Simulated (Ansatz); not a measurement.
Breaking the Si3–H4 bond in H4PbSi (SMILES [SiH3][PbH]) (multiplicity 1 held, fragments rigid). Energies count from the point at 1.489 Å.
Geometry at that point (charge 0, multiplicity 1):
```tsv
atom	x (Å)	y (Å)	z (Å)
Pb	0.0126	0.3548	0.3307
H	-0.4305	1.4750	-1.0801
Si	-0.0332	-1.7270	-1.4655
H	0.9531	-1.4987	-2.5576
H	-1.3757	-1.8428	-2.0994
H	0.2809	-3.0511	-0.8638
```

Signs of static correlation in def2-TZVPP, with CASSCF(2,2), from Ansatz (a first-principles code) runs.

```csv
R (Å),T1 of restricted CCSD,⟨S²⟩ of UHF,largest double amplitude of restricted CCSD,weight of the CASSCF reference in MRCISD,CASSCF natural occupations
1.191,0.014,0.000,0.045,0.889,1.99 0.01
1.340,0.014,0.000,0.046,0.889,1.99 0.01
1.489,0.014,0.000,0.046,0.888,1.98 0.02
1.638,0.014,0.000,0.046,0.888,1.97 0.03
1.787,0.015,0.000,0.046,0.888,1.96 0.04
2.010,0.017,0.000,0.053,0.887,1.93 0.07
2.234,0.020,(withheld),0.050,0.887,1.89 0.11
2.606,0.031,0.826,0.102,0.886,1.78 0.22
2.978,0.049,1.009,0.185,0.885,1.62 0.38
3.425,(withheld),1.087,0.398,0.885,1.41 0.59
4.021,0.102,1.115,0.675,0.884,1.20 0.80
4.765,0.118,1.123,0.879,0.884,1.08 0.92
```

Problem. Fill in the missing entries.

Solution. 
- 2.234, ⟨S²⟩ of UHF: 0.313
- 3.425, T1 of restricted CCSD: 0.075

Doubts at one or more of the structures used: a restricted determinant that unrestricted orbitals would lower (R-CCSD(T)/def2-TZVPP); T1 above 0.05 (R-CCSD(T)/def2-TZVPP, U-CCSD(T)/def2-TZVPP); other coupled-cluster roots lie near (R-CCSD(T)/def2-TZVPP); a spin-contaminated determinant (U-CCSD(T)/def2-TZVPP).
